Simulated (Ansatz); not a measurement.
Ansatz (a first-principles code) input (B3LYP/3-21G): The .json file is the Basis Set Exchange's 3-21G.

Ansatz 0.2 input:
```yaml
crystal:
  periodic: [false, false, false]
  atoms:
    - {symbol: I, position_ang: [-0.00000000, -0.00000000, -0.03033808]}
    - {symbol: H, position_ang: [0.00000000, 0.00000000, 1.60791815]}
basis:
  gaussian:
    orbitals: 3-21G.json
hamiltonian:
  xc: {name: B3LYP}
total_charge: 1
magnetization: {spin_polarized: true, initial_magnetization: 1}
output: {forces: true}
```

**Question.** Predict the final energy.

**Answer.** -6890.76374 Eh.
